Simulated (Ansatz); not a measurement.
Ligand exchange: InH2(CH3) + C2H4I2 → InH2I + C3H7I

Species: InH2(CH3), singlet; C2H4I2 (1,2-diiodoethane) `ICCI`, singlet; InH2I `[InH2][I]`, singlet; C3H7I (1-iodopropane) `CCCI`, singlet. The partners trade CH3 for I: In–CH3 and C–I bonds give way to In–I and C–CH3.

Shapes, held fixed at every level: PBE0-D4/def2-TZVP. Flexible molecules stand in one conformer, not always the lowest. Programs: Ansatz 0.2.0. Electronic energies: no zero-point or thermal term.

| level | kind | ΔE (kJ/mol) | less CCSD(T)/def2-TZVPP |
| --- | --- | --- | --- |
| HF/def2-TZVPP | Hartree–Fock | -206.8 | -35.8 |
| PBE-D4/def2-TZVPP | GGA | -169.7 | +1.3 |
| r2SCAN-D4/def2-TZVPP | meta-GGA | -180.0 | -9.0 |
| wB97M-V/def2-TZVPP | range-separated hybrid | -179.7 | -8.7 |
| wB97X-V/def2-TZVPP | range-separated hybrid | -182.2 | -11.2 |
| MP2/def2-TZVPP | perturbation theory | -170.7 | +0.3 |
| CCSD(T)/def2-TZVPP | coupled cluster or CI | -171.0 | 0.0 |

The highest level, CCSD(T)/def2-TZVPP, gives ΔE = -171.0 kJ/mol; the levels span -206.8 to -169.7. The column of differences is taken from that level and isn't an error. No measured value is set beside it here. For atoms past krypton def2 sets carry core potentials with scalar relativity. Outer-core shells of I, In are correlated, in sets that cover them unevenly.
